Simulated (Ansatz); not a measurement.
Abridged output of a molecular run in Ansatz:

```
Functional definition: HF
1537 factors; integrals over basis functions are off by at most 1.3e-3 eV
mean field evaluation 1: about -41795.0712 eV, gradient 5.3e1 eV
mean field evaluation 2: about -41795.2929 eV, gradient 5.3e1 eV
mean field evaluation 4: about -41803.8333 eV, gradient 1.1e1 eV
mean field evaluation 8: about -41804.2620 eV, gradient 5.6e-1 eV
mean field evaluation 16: about -41804.2822 eV, gradient 2.9e-6 eV
mean field -41804.28222020 eV, -1536.2790356321 hartree, gradient 2.9e-6 eV, S^2 0.000000; 1 other end points of the search recorded, 0 dependent functions left out
16 core orbitals not correlated: weight in the atoms' cores, before any rotation towards them, 1.000 or more for the frozen orbitals, at most 0.000 for the correlated occupied ones
reference -41804.28222020 eV, -1536.2790356321 hartree; 23, 23 occupied and 109, 109 virtual orbitals, 1537 factors
second order -32.33875742 eV of doubles, -0.00000000 eV of singles
cycle   1  -31.40262698 eV  change    9.4e-1 eV  update   2.7e-1
cycle   2  -32.59046344 eV  change    -1.2e0 eV  update   1.9e-1
cycle   3  -33.03076282 eV  change   -4.4e-1 eV  update   5.8e-2
cycle   4  -33.10104821 eV  change   -7.0e-2 eV  update   2.0e-2
cycle   5  -33.10399896 eV  change   -3.0e-3 eV  update   6.5e-3
cycle   6  -33.10949327 eV  change   -5.5e-3 eV  update   3.4e-3
cycle   7  -33.11034520 eV  change   -8.5e-4 eV  update   9.8e-4
cycle   8  -33.11053276 eV  change   -1.9e-4 eV  update   6.8e-4
cycle   9  -33.11088636 eV  change   -3.5e-4 eV  update   2.8e-4
cycle  10  -33.11106580 eV  change   -1.8e-4 eV  update   1.7e-4
cycle  11  -33.11087183 eV  change    1.9e-4 eV  update   7.1e-5
cycle  12  -33.11073682 eV  change    1.4e-4 eV  update   3.7e-5
cycle  13  -33.11075507 eV  change   -1.8e-5 eV  update   1.3e-5
perturbative correction -1.89405517 eV, -0.0696052435 hartree
Total energy: -41839.28703044 eV, -1537.5654386812 hartree
```

Its atoms:

Cartesian coordinates in Å:
```
C -2.4684 -0.1888 -1.7551
C -1.5450 0.1621 -1.0459
Ti -0.0163 0.7156 0.1237
Cl -0.0692 2.8531 0.4924
C -0.1438 -0.3004 1.8450
C -0.2249 -0.9266 2.8843
C 1.6907 0.1989 -0.7877
C 2.7231 -0.1244 -1.3431
H -3.2783 -0.4995 -2.3770
H -0.2959 -1.4793 3.7945
H 3.6280 -0.4108 -1.8312
```

Question: Which basis set was used?
A. def2-TZVPP
B. def2-SVP
C. def2-TZVPPD
D. cc-pV(Q+d)Z

Answer: B. It gives 148 functions.

Question: Write the keys of the input that set method, charge and spin (a neutral closed shell needs none for the last two).

Answer: 
```yaml
correlation: {method: ccsd_t}
```
